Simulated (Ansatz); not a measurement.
Reaction (ligand exchange at the Si–C bond): `C[SiH2]F` + `C[SiH2]O` → `C[SiH2]O[SiH2]F` + CH₄

Gas-phase electronic energies from Ansatz, PBE0-D4/def2-TZVP geometries. CCSD(T)/CBS adds triple-zeta CCSD(T) − MP2 to the extrapolated MP2 energy (def2 sets, frozen cores). This one scheme is used for every species. One conformer a species, not always the lowest.

| species | CCSD(T)/CBS(def2) energy (Eh) |
| --- | --- |
| `C[SiH2]F` | -430.00374 |
| `C[SiH2]O` | -405.96945 |
| `C[SiH2]O[SiH2]F` | -795.56184 |
| CH₄ | -40.46206 |

Question: Work out ΔE.

Answer: ΔE = (-795.56184) + (-40.46206) − (-430.00374) − (-405.96945) = -0.05071 Eh = -1.38 eV.

Largest T1 diagnostic among the species: 0.011.

In def2-TZVPP, CCSD(T) changes the Hartree–Fock value by +0.15 eV (the triples alone add +0.02 eV) and MP2 by +0.14 eV. Leaving LDA and LC-ωPBE aside and taking each functional with its dispersion term where it has one, the values, not all of them listed here, spread over 0.26 eV, from BHLYP-D4 to PBE-D4. The D4 term adds −0.05 eV with B3LYP and −0.03 eV with PBE0; it sums over pairs of atoms, weighted by their polarisabilities, and B3LYP, whose exchange is more repulsive, gets the larger term.

B3LYP here is the variant with VWN-RPA as its local correlation; programs differ in this.
